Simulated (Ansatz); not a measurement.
`[F][Ga]([F])[I]` + CH₃SH → `C[S][Ga]([F])[F]` + HI at 400 K and 1 bar (ligand exchange at a Ga–I bond).

Gas-phase electronic energies from Ansatz, PBE0-D4/def2-TZVP geometries. CCSD(T)/CBS adds triple-zeta CCSD(T) − MP2 to the extrapolated MP2 energy (def2 sets, frozen cores). This one scheme is used for every species. Elements past krypton have def2 core potentials. For Ga, I outer-core shells are correlated without core-valence functions, which leaves a few kJ/mol of doubt a bond. Scalar relativity is left out up to krypton. Each species was taken in one conformer, which may not be the lowest.

```
           species  CCSD(T)/CBS energy (Eh)  H − E (kJ/mol)  S (J/(mol·K))
 `[F][Ga]([F])[I]`              -2421.09887            37.0          354.2
             CH₃SH               -438.22835           138.7          269.4
`C[S][Ga]([F])[F]`              -2561.27813           147.4          413.6
                HI               -298.03592            25.7          215.0
```

H − E and S are ideal-gas, rigid-rotor, harmonic terms from PBE0-D4/def2-TZVP, for one conformer and one mirror image of each species. 1 Eh = 2625.50 kJ/mol, R = 8.31446 J/(mol·K).

Problem. By hand: ΔE, ΔH, ΔS and ΔG.

Solution. ΔE = (-2561.27813) + (-298.03592) − (-2421.09887) − (-438.22835) = 0.01317 Eh = 34.6 kJ/mol. Δ(H − E) = 147.4 + 25.7 − 37.0 − 138.7 = -2.6, so ΔH = 32.0 kJ/mol. ΔS = 413.6 + 215.0 − 354.2 − 269.4 = 5.0 J/(mol·K). ΔG = 32.0 − 400 × (5.0)/1000 = 30.0 kJ/mol.

Problem. By hand: the equilibrium constant, and the temperature at which ΔG would vanish if ΔH and ΔS stayed fixed.

Solution. log₁₀ K = −ΔG/(RT ln 10) = -3.9. ΔG = 0 at ΔH/ΔS = 6400 K, far beyond where these terms or the molecules hold.

The number of gas molecules stays the same, so ΔS is small and ΔH decides. A doubt of 5 kJ/mol in ΔE shifts log₁₀ K by 0.7 here. Other conformers and mirror images would add mixing entropy, several J/(mol·K) or more a flexible species. Modes under 60 cm⁻¹, often nearly free rotors, make the harmonic entropy too high. These are equilibria of isolated gas molecules and say nothing of rates. Largest T1 diagnostic: 0.014 (customary marks: 0.02 for closed shells, 0.045 for open ones).
